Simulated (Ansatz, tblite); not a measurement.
Removing and adding an electron: Zn₈S₇Cl₂. Charge 0, multiplicity 1. Geometry: r2SCAN-D4/def2-SVP. Ansatz, gas phase; energy differences of separate SCF runs; the oxidised species was run as a doublet alone; the reduced species was run as a doublet alone.

```xyz
17

S    -2.649   -0.792    2.850
Zn   -2.338    0.887    1.479
Zn   -0.499   -0.961    2.404
S    -0.059   -0.991    0.032
S    -0.890    2.624    1.043
Zn   -0.519    1.276   -0.806
Zn   -1.917   -1.433   -1.245
S    -1.931   -2.226   -3.315
S     0.755    1.096   -2.777
Zn   -0.449   -0.666   -3.376
S     1.582   -0.236    3.144
Zn    0.954    1.511    1.783
Zn    2.719   -0.920    1.300
S     3.616   -1.576   -0.559
Zn    2.094   -0.132   -1.292
Cl   -3.066    0.656   -0.896
Cl    2.598    1.883    0.230
```

The xTB rows come from tblite. Single mean-field runs in def2-TZVP are fitted with def2-universal-jkfit. HOMO above LUMO, or a gap near zero within one spin, warns that the state may not be the lowest or that an electron is smeared out.

```csv
level,−HOMO (eV),vertical IE (eV),−LUMO (eV),vertical EA (eV),HOMO–LUMO gap (eV),IE − EA (eV),remarks
GFN1-xTB,9.97,11.97,6.90,5.09,3.07,6.88,–
GFN2-xTB,11.75,13.69,9.54,7.77,2.20,5.91,–
PBE-D4/def2-TZVP,5.68,7.61,3.26,1.71,2.43,5.89,gap within one spin near zero (+1 doublet)
BLYP-D4/def2-TZVP,5.49,7.44,3.18,1.65,2.32,5.80,gap within one spin near zero (+1 doublet)
PBE0-D4/def2-TZVP,6.77,8.08,2.49,1.43,4.29,6.65,–
```

   Raw xTB energy differences between charge states are shifted by several eV; the methods need an empirical correction for them. Sets without diffuse functions give affinities that are too small.
